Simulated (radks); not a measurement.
Results of a calculation; reference values are marked as such.
Task: Mean orbital radii <r> (bohr) of the holmium ion Ho3+, [Xe] 4f10, of relativity; Dirac values are averaged over j with weights 2j + 1. Spin-unpolarised spherical Kohn-Sham, PBE, point nucleus unless stated (finite: rms radius 5.2022 fm), a radial shooting solver on a logarithmic mesh with Libxc functionals. A level marked "c x" has the speed of light scaled by that factor and shares open shells by 2j + 1; other Dirac levels either fill j = l - 1/2 first or share by 2j + 1.

shell  non-rel.
1s      0.02263
2s      0.09610
2p      0.08143
3s       0.2467
3p       0.2365
3d       0.2090
4s       0.5550
4p       0.5666
4d       0.5958
5s        1.344
5p        1.496
4f       0.7541

Give the values at the level "Dirac, c x 0.75".

Result: 
shell  Dirac, c x 0.75  change of magnitude (%)
1s             0.01904                   -15.85
2s             0.08011                   -16.64
2p             0.07455                    -8.45
3s              0.2143                   -13.16
3p              0.2212                    -6.48
3d              0.2072                    -0.87
4s              0.4867                   -12.31
4p              0.5337                    -5.80
4d              0.5950                    -0.13
5s               1.170                   -12.97
5p               1.417                    -5.25
4f              0.8178                    +8.45
